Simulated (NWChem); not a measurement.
# C$_{5}$H$_{3}$N; SMILES C(/C#N)=C\C#C

Computed with NWChem. Structure relaxed at the PBE-D3(BJ)/def2-SVP level. Level: M06-2X/def2-SVP with SMD (1 M gas to 1 M solution), gas-phase geometry.

| solvent | dielectric constant | solvation free energy (kcal/mol) | cavity-dispersion-structure term (kcal/mol) | dipole in solution (D) |
|---|---|---|---|---|
| water | 78.4 | -2.3 | 6.1 | 5.19 |
| tetrahydrofuran | 7.43 | -5.7 | 1.5 | 5.01 |
| 2-propanol | 19.3 | (withheld) | (withheld) | (withheld) |
| benzene | 2.27 | -4.5 | -0.1 | 4.60 |
| diethyl ether | 4.24 | -5.6 | 0.6 | 4.87 |

Question: Some entries are withheld; supply them.

Answer: 
- 2-propanol, solvation free energy (kcal/mol): -5.0
- 2-propanol, cavity-dispersion-structure term (kcal/mol): 3.0
- 2-propanol, dipole in solution (D): 5.13
